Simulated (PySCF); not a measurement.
Computed shifts of a molecule CH5ClF2Si2, PBE0/pcSseg-1 (PySCF), GIAO, gas phase, atoms alike by connectivity averaged where their shifts nearly agree, in ppm (number of nuclei): ¹⁹F: -160.8 (1), -302.5 (1). ¹³C: 84.6 (1). ²⁹Si: 42.2 (1), -106.6 (1). ¹H: 5.14 (1), 4.59 (1), 3.87 (3). References: ¹⁹F against CFCl3 (σ = 167.2 ppm); ¹³C against TMS (σ = 186.3 ppm); ²⁹Si against TMS (σ = 352.7 ppm); ³⁵Cl against HCl (σ = 945.9 ppm); ¹H against TMS (σ = 31.56 ppm), references at their B3LYP-D3(BJ)/def2-TZVP geometries, non-relativistic (without spin–orbit terms, shifts of atoms bonded to Cl or Br come out too high). The structure is a stationary point at B3LYP-D3(BJ)/def2-SVP. The values are those of a single conformer.

Q: Identify the compound among the candidates.
A) FC(F)[SiH2][SiH2]Cl
B) F[SiH2][C@H](F)[SiH2]Cl
C) FC[Si@](F)([SiH3])Cl
D) F[SiH](F)C[SiH2]Cl

A: C, FC[Si@](F)([SiH3])Cl
